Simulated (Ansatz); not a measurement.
`[F][Cd][Br]` + HBr → `[Br][Cd][Br]` + H–F at 400 K and 1 bar (ligand exchange at a Cd–F bond).

Program: Ansatz. Geometries: PBE0-D4/def2-TZVP. ΔE: electronic, gas phase. CBS: MP2 limit from def2 TZ/QZ plus the TZ coupled-cluster correction, frozen cores. This one scheme is used for every species. def2 core potentials past Kr. For Br, Cd outer-core shells are correlated without core-valence functions, which leaves a few kJ/mol of doubt a bond. Scalar relativity is left out up to krypton.

| species | CCSD(T)/CBS energy (Eh) | H − E (kJ/mol) | S (J/(mol·K)) |
| --- | --- | --- | --- |
| `[F][Cd][Br]` | -2840.89161 | 26.4 | 309.3 |
| HBr | -2573.91920 | 27.6 | 207.2 |
| `[Br][Cd][Br]` | -5314.45893 | 25.5 | 327.4 |
| H–F | -100.39570 | 36.5 | 182.2 |

H − E and S are ideal-gas, rigid-rotor, harmonic terms from PBE0-D4/def2-TZVP. 1 Eh = 2625.50 kJ/mol, R = 8.31446 J/(mol·K).

Task: By hand: ΔE, ΔH, ΔS and ΔG.

Result: ΔE = (-5314.45893) + (-100.39570) − (-2840.89161) − (-2573.91920) = -0.04382 Eh = -115.0 kJ/mol. Δ(H − E) = 25.5 + 36.5 − 26.4 − 27.6 = 8.0, so ΔH = -107.0 kJ/mol. ΔS = 327.4 + 182.2 − 309.3 − 207.2 = -6.9 J/(mol·K). ΔG = -107.0 − 400 × (-6.9)/1000 = -104.2 kJ/mol.

Task: By hand: the equilibrium constant, and the temperature at which ΔG would vanish if ΔH and ΔS stayed fixed.

Result: log₁₀ K = −ΔG/(RT ln 10) = 13.6. ΔG = 0 at ΔH/ΔS = 15507 K, far beyond where these terms or the molecules hold.

The number of gas molecules stays the same, so ΔS is small and ΔH decides. A doubt of 5 kJ/mol in ΔE shifts log₁₀ K by 0.7 here. These are equilibria of isolated gas molecules and say nothing of rates. Largest T1 diagnostic: 0.014 (customary marks: 0.02 for closed shells, 0.045 for open ones).
